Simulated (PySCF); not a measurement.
Ruthenium: a sound run and one with changed settings

Sound run: Ru [Kr] 4d7 5s1, Ru+ [Kr] 4d7. Calculation: PySCF 2.14, in aug-cc-pVDZ-PP with ECP28MDF (5s5p4d2f, 54 functions); a scalar-relativistic core potential. The sound run starts from symmetry-adapted Hartree-Fock orbitals and uses a fine grid where one is needed.

Changed run: basis STO-3G, all-electron and non-relativistic. This setting is unsound on purpose.

```tsv
species	method	sound run (hartree)	changed run (hartree)	converged
Ru	UHF	-93.81241	-4397.52156	yes
Ru	PBE	-94.50176	-4398.71204	yes
Ru	M06-L	-94.53887	-4399.29953	yes
Ru+	UHF	-93.58104	-4397.40597	yes
Ru+	PBE	-94.21466	-4398.55851	yes
Ru+	M06-L	-94.27462	-4399.20158	yes
```

Ionisation energy of Ru:

```json
{"method": "UHF", "sound run (eV)": "6.296", "changed run (eV)": "3.145"}
{"method": "PBE", "sound run (eV)": "7.812", "changed run (eV)": "4.178"}
{"method": "M06-L", "sound run (eV)": "7.191", "changed run (eV)": "2.665"}
```

A minimal basis cannot let orbitals breathe on ionisation and holds almost no correlation. The Hamiltonian changed with the basis, so the totals do not compare.

For comparison, NIST gives 7.361 eV between the lowest levels.
